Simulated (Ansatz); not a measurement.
Ansatz (a first-principles code) input (r2SCAN/def2-TZVPD):

Ansatz 0.2 input:
```yaml
crystal:
  periodic: [false, false, false]
  atoms:
    - {symbol: C, position_ang: [2.29263649, -0.79574861, 0.15765219]}
    - {symbol: C, position_ang: [0.99140360, -0.94871506, -0.63956242]}
    - {symbol: Si, position_ang: [-0.41401440, 0.14181200, -0.03652320]}
    - {symbol: N, position_ang: [0.14337233, 1.76561286, -0.21832003]}
    - {symbol: N, position_ang: [-1.81720427, -0.41987099, -0.86941192]}
    - {symbol: N, position_ang: [-0.86237907, 0.06588078, 1.62050419]}
    - {symbol: H, position_ang: [3.07891121, -1.45560591, -0.21619809]}
    - {symbol: H, position_ang: [2.13482319, -1.03647967, 1.21139713]}
    - {symbol: H, position_ang: [2.66668880, 0.22857633, 0.11448073]}
    - {symbol: H, position_ang: [1.17772129, -0.73568105, -1.69927826]}
    - {symbol: H, position_ang: [0.64998965, -1.98775261, -0.60235286]}
    - {symbol: H, position_ang: [-0.41656378, 2.53677702, 0.11053342]}
    - {symbol: H, position_ang: [0.69012380, 2.03277278, -1.02145951]}
    - {symbol: H, position_ang: [-1.74355425, -0.77630743, -1.80898410]}
    - {symbol: H, position_ang: [-2.71249505, 0.01883250, -0.71884353]}
    - {symbol: H, position_ang: [-1.39211511, -0.71391699, 1.97329348]}
    - {symbol: H, position_ang: [-0.28809189, 0.48884061, 2.33079229]}
basis:
  gaussian:
    orbitals: def2-TZVPD
hamiltonian:
  xc: {name: r2SCAN}
magnetization: {spin_polarized: true, initial_magnetization: 2}
```

End of the output:

```
integrals: 0.37 GiB planned
1721 factors; their error is unknown
0.54 GiB of the device are held for the grids
2.30 GiB of device memory are held for the factors and their scratch space
mean field: 2.72 GiB planned
mean field evaluation 1: about -14571.9928 eV, gradient 7.7e1 eV
mean field evaluation 2: about -14519.2407 eV, gradient 1.2e2 eV
mean field evaluation 4: about -14591.1258 eV, gradient 3.3e1 eV
mean field evaluation 8: about -14597.1386 eV, gradient 7.8e0 eV
mean field evaluation 16: about -14597.5343 eV, gradient 1.2e-1 eV
mean field evaluation 32: about -14595.1460 eV, gradient 1.9e1 eV
mean field evaluation 64: about -14597.4665 eV, gradient 5.4e-1 eV
mean field evaluation 96: about -14597.4567 eV, gradient 2.1e-1 eV
mean field -14597.48755210 eV, -536.4477730071 hartree, gradient 8.1e-6 eV, S^2 2.010028; 8 other end points of the search recorded, 0 dependent functions left out
reference -14597.48758230 eV, -536.4477741171 hartree; 30, 28 occupied and 297, 299 virtual orbitals, 1721 factors
Total energy: -14597.48758230 eV, -536.4477741171 hartree
```

This state (charge 0, triplet) is run at the relaxed geometry of the species with charge 0 and multiplicity 1, and is a spin state other than that species' own.
